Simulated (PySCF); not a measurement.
PySCF input (M06-2X/def2-TZVPD):

```python
from pyscf import gto, scf, dft

mol = gto.M(
    atom='''
    Si   -0.21240705    0.33147892   -0.17258884
    C     1.45444967    0.01627001   -0.97308253
    C    -1.24052296   -1.23310667   -0.05593668
    F     0.07090265    0.83317002    1.34332383
    H     2.00167414   -0.74104582   -0.40258816
    H     1.32489862   -0.34808220   -1.99412074
    H     2.05923133    0.92299950   -1.00694183
    H    -1.44373842   -1.63160935   -1.05190562
    H    -2.19376592   -1.04867008    0.44042678
    H    -0.69628524   -1.99180714    0.51557413
    ''',
    basis='def2-tzvpd',
    charge=0,
    spin=1,
    verbose=4,
)

mf = dft.UKS(mol, xc='m062x').density_fit(auxbasis='def2-universal-jkfit')
mf.grids.level = 4
mf.conv_tol = 1e-9
mf.max_cycle = 100
mf.max_memory = 1500
mf.kernel()
if not mf.converged:
    mf = mf.newton()
    mf.kernel(mf.make_rdm1())
for _ in range(2):
    mo, _, stable, _ = mf.stability(return_status=True)
    if stable:
        break
    mf.kernel(mf.make_rdm1(mo, mf.mo_occ))
mf.analyze()
```

Output:

```
PySCF version 2.14.0

[INPUT] verbose = 4
[INPUT] num. atoms = 10
[INPUT] num. electrons = 41
[INPUT] charge = 0
[INPUT] spin (= nelec alpha-beta = 2S) = 1
[INPUT] symmetry False subgroup None
[INPUT] Mole.unit = angstrom
[INPUT] Symbol           X                Y                Z      unit          X                Y                Z       unit  Magmom
[INPUT]  1 Si    -0.212407050000   0.331478920000  -0.172588840000 AA   -0.401391151427   0.626404374867  -0.326145639756 Bohr   0.0
[INPUT]  2 C      1.454449670000   0.016270010000  -0.973082530000 AA    2.748511538264   0.030745862944  -1.838859478299 Bohr   0.0
[INPUT]  3 C     -1.240522960000  -1.233106670000  -0.055936680000 AA   -2.344248645635  -2.330233888674  -0.105705005517 Bohr   0.0
[INPUT]  4 F      0.070902650000   0.833170020000   1.343323830000 AA    0.133986590006   1.574463152998   2.538514135302 Bohr   0.0
[INPUT]  5 H      2.001674140000  -0.741045820000  -0.402588160000 AA    3.782615915224  -1.400373645554  -0.760781363393 Bohr   0.0
[INPUT]  6 H      1.324898620000  -0.348082200000  -1.994120740000 AA    2.503695534614  -0.657780026836  -3.768342057915 Bohr   0.0
[INPUT]  7 H      2.059231330000   0.922999500000  -1.006941830000 AA    3.891383240824   1.744216268110  -1.902844282068 Bohr   0.0
[INPUT]  8 H     -1.443738420000  -1.631609350000  -1.051905620000 AA   -2.728270209312  -3.083294813780  -1.987813530691 Bohr   0.0
[INPUT]  9 H     -2.193765920000  -1.048670080000   0.440426780000 AA   -4.145616770205  -1.981699246226   0.832285992124 Bohr   0.0
[INPUT] 10 H     -0.696285240000  -1.991807140000   0.515574130000 AA   -1.315788408177  -3.763969987553   0.974293902611 Bohr   0.0

nuclear repulsion = 167.447824394386
number of shells = 85
number of NR pGTOs = 294
number of NR cGTOs = 211
basis = def2-tzvpd
ecp = {}

******** <class 'pyscf.df.df_jk.DFUKS'> ********
method = DFUKS
initial guess = minao
damping factor = 0
level_shift factor = 0
DIIS = <class 'pyscf.scf.diis.CDIIS'>
diis_start_cycle = 1
diis_space = 8
diis_damp = 0
SCF conv_tol = 1e-09
SCF conv_tol_grad = None
SCF max_cycles = 100
direct_scf = False
number electrons alpha = 21  beta = 20
XC library pyscf.dft.libxc version 7.1.2
    S. Lehtola, C. Steigemann, M. J. T. Oliveira, and M. A. L. Marques,  SoftwareX 7, 1–5 (2018)
XC functionals = m062x
    Y. Zhao and D. G. Truhlar,  Theor. Chem. Acc. 120, 215 (2008)
    Y. Zhao and D. G. Truhlar,  Theor. Chem. Acc. 120, 215 (2008)
radial grids:
    Treutler-Ahlrichs [JCP 102, 346 (1995); DOI:10.1063/1.469408] (M4) radial grids

becke partition: Becke, JCP 88, 2547 (1988); DOI:10.1063/1.454033
pruning grids: <function nwchem_prune>
grids dens level: 4
symmetrized grids: False
atomic radii adjust function: <function treutler_atomic_radii_adjust>
small_rho_cutoff = 0
Set gradient conv threshold to 3.16228e-05
tot grids = 209224
******** <class 'pyscf.df.df.DF'> ********
auxbasis = def2-universal-jkfit
[...]
  beta  nocc = 20  HOMO = -0.365120088332674  LUMO = -0.0868284700340851
  HOMO = -0.247690837429  LUMO = -0.0868284700341  gap/eV = 4.37729
Extra cycle  E= -469.183614519268  delta_E= -1.05e-11  |g|= 2.21e-06  |ddm|= 1.41e-05
converged SCF energy = -469.183614519268  <S^2> = 0.75205191  2S+1 = 2.0020509
uhf_internal: lowest eigs of H = [0.33890692 0.35428037 0.37856417]
<class 'pyscf.df.df_jk.DFUKS'> wavefunction is stable in the internal stability analysis
**** SCF Summaries ****
Total Energy =                        -469.183614519268190
Nuclear Repulsion Energy =             167.447824394385748
One-electron Energy =                 -979.979955725098080
Two-electron Energy =                  343.348516811444142
Two-electron Coulomb Energy =          387.806561556126780
DFT Exchange-Correlation Energy =      -44.458044744682617
HOMO-LUMO gap [eV] =                     4.377287975270933
**** MO energy ****
                             alpha | beta                alpha | beta
MO #1   energy= -67.0400004730699  | -67.034745511028   occ= 1 | 1
MO #2   energy= -25.2220307463239  | -25.2204243533401  occ= 1 | 1
MO #3   energy= -10.52452814406    | -10.5236987166733  occ= 1 | 1
MO #4   energy= -10.5245215103942  | -10.5236895773731  occ= 1 | 1
MO #5   energy= -5.57364109478956  | -5.56995484696247  occ= 1 | 1
MO #6   energy= -3.88860425729111  | -3.88211208347148  occ= 1 | 1
MO #7   energy= -3.88383037474529  | -3.87994869601803  occ= 1 | 1
MO #8   energy= -3.88178238523808  | -3.87599006630388  occ= 1 | 1
MO #9   energy= -1.31510042699773  | -1.31047974501961  occ= 1 | 1
MO #10  energy= -0.81023548139066  | -0.804278401356649 occ= 1 | 1
MO #11  energy= -0.784848030552908 | -0.781441946486878 occ= 1 | 1
MO #12  energy= -0.611002284574518 | -0.59958964973427  occ= 1 | 1
MO #13  energy= -0.532677327754515 | -0.526856043197585 occ= 1 | 1
MO #14  energy= -0.529068865669221 | -0.519773161796129 occ= 1 | 1
MO #15  energy= -0.497427920991229 | -0.490012247084963 occ= 1 | 1
MO #16  energy= -0.484059072369017 | -0.476899967432927 occ= 1 | 1
MO #17  energy= -0.470862663848852 | -0.466675937711368 occ= 1 | 1
MO #18  energy= -0.464362991416131 | -0.463170058975932 occ= 1 | 1
MO #19  energy= -0.46288575544726  | -0.450939809827649 occ= 1 | 1
MO #20  energy= -0.374142274156924 | -0.365120088332674 occ= 1 | 1
MO #21  energy= -0.247690837428884 | -0.0868284700340851 occ= 1 | 0
MO #22  energy= 0.0196532426322306 | 0.0199840996104902 occ= 0 | 0
MO #23  energy= 0.0327612614359    | 0.0295339377332707 occ= 0 | 0
MO #24  energy= 0.0399631064440281 | 0.0331722905206972 occ= 0 | 0
MO #25  energy= 0.0632523078466686 | 0.0573669219150326 occ= 0 | 0
MO #26  energy= 0.0767137272249182 | 0.0747756069533529 occ= 0 | 0
MO #27  energy= 0.0834371408905072 | 0.0751102380591501 occ= 0 | 0
MO #28  energy= 0.0912226687860025 | 0.0804079602238595 occ= 0 | 0
MO #29  energy= 0.0934985678884645 | 0.0871042910531596 occ= 0 | 0
MO #30  energy= 0.100631617497339  | 0.0941096705735074 occ= 0 | 0
MO #31  energy= 0.112745838109113  | 0.111291305912445  occ= 0 | 0
MO #32  energy= 0.112865750216415  | 0.113050367320715  occ= 0 | 0
MO #33  energy= 0.12969810042668   | 0.127323083838008  occ= 0 | 0
MO #34  energy= 0.132758780377075  | 0.132659738233858  occ= 0 | 0
MO #35  energy= 0.15349131036557   | 0.137010595840727  occ= 0 | 0
MO #36  energy= 0.157143164730481  | 0.144610931947363  occ= 0 | 0
MO #37  energy= 0.163879306841238  | 0.157561983480588  occ= 0 | 0
MO #38  energy= 0.178011981876743  | 0.165209155707205  occ= 0 | 0
MO #39  energy= 0.182369377686358  | 0.189567150825087  occ= 0 | 0
MO #40  energy= 0.197399220219725  | 0.19214010456442   occ= 0 | 0
MO #41  energy= 0.199694692540738  | 0.204183982320352  occ= 0 | 0
MO #42  energy= 0.224774408636072  | 0.216083854309989  occ= 0 | 0
MO #43  energy= 0.231523181685009  | 0.223608547579813  occ= 0 | 0
MO #44  energy= 0.231866748571248  | 0.229047936944903  occ= 0 | 0
MO #45  energy= 0.251417061703426  | 0.242241400329917  occ= 0 | 0
MO #46  energy= 0.256020529516063  | 0.243076745110046  occ= 0 | 0
MO #47  energy= 0.258579311642706  | 0.257929116679371  occ= 0 | 0
MO #48  energy= 0.266792827726977  | 0.261659881320243  occ= 0 | 0
MO #49  energy= 0.279492202847707  | 0.275612094070005  occ= 0 | 0
MO #50  energy= 0.285292789187092  | 0.285013525137768  occ= 0 | 0
MO #51  energy= 0.289582214411709  | 0.290180339233913  occ= 0 | 0
MO #52  energy= 0.29021095677971   | 0.290847564861229  occ= 0 | 0
MO #53  energy= 0.299497405689121  | 0.295447671973225  occ= 0 | 0
MO #54  energy= 0.30408072918389   | 0.29655338873942   occ= 0 | 0
MO #55  energy= 0.308476783381446  | 0.309620249706231  occ= 0 | 0
MO #56  energy= 0.311725618450308  | 0.310246597226239  occ= 0 | 0
MO #57  energy= 0.32977035900543   | 0.324388227020611  occ= 0 | 0
MO #58  energy= 0.337822295560482  | 0.32915921500714   occ= 0 | 0
MO #59  energy= 0.355410391565528  | 0.350501311606442  occ= 0 | 0
MO #60  energy= 0.357923820246346  | 0.357817887717242  occ= 0 | 0
MO #61  energy= 0.369735292277977  | 0.36411937691571   occ= 0 | 0
MO #62  energy= 0.376702364612146  | 0.36711711619338   occ= 0 | 0
MO #63  energy= 0.402949588225032  | 0.388311743249305  occ= 0 | 0
MO #64  energy= 0.403200916932475  | 0.391053791798483  occ= 0 | 0
MO #65  energy= 0.415819099063207  | 0.401711054959512  occ= 0 | 0
MO #66  energy= 0.425721266487105  | 0.420969466206339  occ= 0 | 0
MO #67  energy= 0.427113264749713  | 0.422387676162695  occ= 0 | 0
MO #68  energy= 0.432636415614309  | 0.425352029976887  occ= 0 | 0
MO #69  energy= 0.452702342049016  | 0.444033468359744  occ= 0 | 0
MO #70  energy= 0.455645991736887  | 0.445829219362158  occ= 0 | 0
MO #71  energy= 0.463629288540006  | 0.459097980387193  occ= 0 | 0
MO #72  energy= 0.483616124368457  | 0.469427995294195  occ= 0 | 0
MO #73  energy= 0.483955063094399  | 0.4809834077497    occ= 0 | 0
MO #74  energy= 0.491814561785895  | 0.48716467517064   occ= 0 | 0
MO #75  energy= 0.516386948961034  | 0.513066489687199  occ= 0 | 0
MO #76  energy= 0.532021519357118  | 0.530281444645385  occ= 0 | 0
MO #77  energy= 0.536207248915063  | 0.533079939421479  occ= 0 | 0
MO #78  energy= 0.561789150224672  | 0.546447952825501  occ= 0 | 0
MO #79  energy= 0.581823511001332  | 0.575897906631486  occ= 0 | 0
MO #80  energy= 0.589518774156476  | 0.586027824880243  occ= 0 | 0
MO #81  energy= 0.618857509292497  | 0.604911900851334  occ= 0 | 0
MO #82  energy= 0.627127888531939  | 0.606553688406858  occ= 0 | 0
MO #83  energy= 0.642666393516228  | 0.631316570082251  occ= 0 | 0
MO #84  energy= 0.649617086812549  | 0.635534218442733  occ= 0 | 0
MO #85  energy= 0.694660613875432  | 0.690442202250896  occ= 0 | 0
MO #86  energy= 0.701457190400736  | 0.699781261067912  occ= 0 | 0
MO #87  energy= 0.718262363048302  | 0.716864275924685  occ= 0 | 0
MO #88  energy= 0.719779232014434  | 0.71820610437625   occ= 0 | 0
MO #89  energy= 0.72246320667975   | 0.720609010432149  occ= 0 | 0
MO #90  energy= 0.72930405989696   | 0.724996956033067  occ= 0 | 0
MO #91  energy= 0.735563474033807  | 0.726309632804227  occ= 0 | 0
MO #92  energy= 0.746847358047663  | 0.744904538624572  occ= 0 | 0
MO #93  energy= 0.759519126047557  | 0.757334830080221  occ= 0 | 0
MO #94  energy= 0.764863785823079  | 0.763454621406588  occ= 0 | 0
MO #95  energy= 0.790862474311207  | 0.784688090875439  occ= 0 | 0
MO #96  energy= 0.794868336058204  | 0.788754232056934  occ= 0 | 0
MO #97  energy= 0.818734301142177  | 0.799334282953709  occ= 0 | 0
MO #98  energy= 0.827934630614166  | 0.823091124439831  occ= 0 | 0
MO #99  energy= 0.944454127026917  | 0.939322650676948  occ= 0 | 0
MO #100 energy= 0.958778794366207  | 0.951652909788073  occ= 0 | 0
MO #101 energy= 0.976449760349936  | 0.967421915636184  occ= 0 | 0
MO #102 energy= 1.00145489569413   | 0.998214374099938  occ= 0 | 0
MO #103 energy= 1.04331657194693   | 1.03633954537307   occ= 0 | 0
MO #104 energy= 1.05584820794355   | 1.04074951138555   occ= 0 | 0
[...]
```

It need not be the lowest isomer of its formula.
